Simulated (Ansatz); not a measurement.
Ir₂O₂⁺ was relaxed with PBE-D4 (def2-TZVP) in Ansatz in these states: charge +1 doublet, charge +1 quartet. The geometries follow in no particular order.

In the def2 sets Ir takes a core potential; there is no spin–orbit coupling.

A:

```xyz
4

Ir    0.3421   -0.3110    1.7281
Ir    0.1133    0.0388   -0.5585
O     0.7546    0.0549   -2.0916
O    -1.2101    0.2173    0.9220
```

B:

```xyz
4

Ir    0.3612   -1.8139   -0.0183
Ir    0.0370    0.5247    0.2208
O    -0.5715    1.7799    1.1620
O     0.1733   -0.4907   -1.3645
```

Task: Judge from the bond lengths which geometry belongs to which state (an estimate).

Result: A is the charge +1 doublet (Ir2–O4 1.994 Å, Ir1–O4 1.827 Å, Ir1–Ir2 2.324 Å); B is the charge +1 quartet (Ir2–O4 1.888 Å, Ir1–O4 1.897 Å, Ir1–Ir2 2.373 Å).

At PBE-D4/def2-TZVP the charge 1 doublet is spin-contaminated (final ⟨S²⟩ up to 1.01, 0.75 for a pure state). At PBE0-D4/def2-TZVP a quartet lies 0.09 eV below the charge +1 doublet. These are the stationary points nearest to one start from a short search; other shapes may lie lower in each state.
